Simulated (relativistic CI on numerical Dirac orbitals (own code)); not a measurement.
## d4 in a ligand field

Computed with a parametric ligand-field model of a d^n configuration (Racah B and C, spin-orbit zeta, crystal field), exact diagonalisation.

Field parameters in Wybourne normalisation: D3d B²₀ = −7Dσ, B⁴₀ = −14Dq − 21Dτ, B⁴₃ = −14√(10/7) Dq; D4h B²₀ = −7Ds, B⁴₀ = 21(Dq − Dt), B⁴₄ = 21√(5/14) Dq; Oh B⁴₀ = 21Dq, B⁴₄ = √(5/14) B⁴₀. The field is a parameter set, without covalency.

Problem. Ground term and bands for B = 390, C = 2020, ζ = 0 cm⁻¹, D4h, 10Dq = 31700, Ds = 3000, Dt = 290 cm⁻¹?

Solution. Ground term 3E with 0.01 electrons in the two orbitals of the cubic e set. Spin-allowed: 3A2 7434 cm⁻¹ (1345 nm), 3E 23469 cm⁻¹ (426 nm), 3B1 24191 cm⁻¹ (413 nm), 3A2 25121 cm⁻¹ (398 nm). Lowest spin-forbidden: 1A1 750 cm⁻¹, 1E 5873 cm⁻¹ (1703 nm), 1B2 13119 cm⁻¹ (762 nm).

Problem. Ground term and bands for B = 990, C = 3620, ζ = 0 cm⁻¹, Oh, 10Dq = 18450 cm⁻¹?

Solution. Ground term 5E with 1.00 electrons in the two orbitals of the cubic e set. Spin-allowed: 5T2 18450 cm⁻¹ (542 nm). Lowest spin-forbidden: 3T1 3799 cm⁻¹ (2632 nm), 1T2 14099 cm⁻¹ (709 nm), 1E 15552 cm⁻¹ (643 nm).

Problem. Ground term and bands for B = 610, C = 2890, ζ = 0 cm⁻¹, D3d, 10Dq = 17500, Dσ = -1200, Dτ = -60 cm⁻¹?

Solution. Ground term 3E with 0.04 electrons in the two orbitals of the cubic e set. Spin-allowed: 3A2 3443 cm⁻¹ (2905 nm), 3A2 14825 cm⁻¹ (675 nm), 3E 15479 cm⁻¹ (646 nm), 3E 16668 cm⁻¹ (600 nm). Lowest spin-forbidden: 5E 1462 cm⁻¹, 1A1 6729 cm⁻¹ (1486 nm), 1E 8723 cm⁻¹ (1146 nm).

Problem. Ground term and bands for B = 920, C = 3470, ζ = 0 cm⁻¹, D3d, 10Dq = 12000, Dσ = -1200, Dτ = -20 cm⁻¹?

Solution. Ground term 5E with 1.01 electrons in the two orbitals of the cubic e set. Spin-allowed: 5A1 9637 cm⁻¹ (1038 nm), 5E 13574 cm⁻¹ (737 nm). Lowest spin-forbidden: 3E 7874 cm⁻¹ (1270 nm), 3A2 10638 cm⁻¹ (940 nm), 1A1 16803 cm⁻¹ (595 nm).

Problem. Ground term and bands for B = 620, C = 2520, ζ = 0 cm⁻¹, Oh, 10Dq = 6000 cm⁻¹?

Solution. Ground term 5E with 1.00 electrons in the two orbitals of the cubic e set. Spin-allowed: 5T2 6000 cm⁻¹ (1667 nm). Lowest spin-forbidden: 3T1 8635 cm⁻¹ (1158 nm), 3E 13054 cm⁻¹ (766 nm), 3T1 13797 cm⁻¹ (725 nm).
